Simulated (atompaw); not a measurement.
Reading a pseudo-wave (cerium (Ce))

Columns: radius, all-electron u(r) and pseudo u(r) of the 4f shell (level -11.41 eV) of cerium in the configuration [Kr] 4d10 4f0 5s2 5p6 5d2 6s2 6p0; PBE, scalar-relativistic, PAW (atompaw) scheme, atompaw 4.2.0.5.

```tsv
r (bohr)	all-electron	pseudo
0.098	0.0418	0.0005
0.196	0.2396	0.0073
0.294	0.5051	0.0341
0.392	0.7359	0.0961
0.490	0.8946	0.2019
0.588	0.9793	0.3466
0.687	1.0042	0.5120
0.785	0.9875	0.6638
0.883	0.9450	0.7728
0.981	0.8883	0.8204
1.079	0.8249	0.8086
1.177	0.7598	0.7585
1.275	0.6958	0.6958
1.373	0.6342	0.6342
1.471	0.5760	0.5760
1.569	0.5215	0.5215
1.667	0.4710	0.4710
1.765	0.4246	0.4246
1.863	0.3823	0.3823
1.962	0.3434	0.3434
2.060	0.3086	0.3086
2.158	0.2772	0.2772
2.256	0.2490	0.2490
2.354	0.2236	0.2236
2.452	0.2008	0.2008
2.550	0.1805	0.1805
```

(1) How many radial nodes do the two functions have?

(2) At about which radius was the pseudo-wave matched?

(3) Where does each function peak?

(4) Is the pseudo-wave norm-conserving?

## Answers

(1) The all-electron 4f function has n − l − 1 = 0; the pseudo-wave has 0.

(2) 1.30 bohr, where the columns begin to agree (steps of 0.10 bohr).

(3) Outermost all-electron maximum near 0.69 bohr, pseudo maximum near 0.98 bohr (to the table’s step).

(4) No, it belongs to a PAW set: the norm inside the radius is not constrained, and the difference is carried by the augmentation charge.
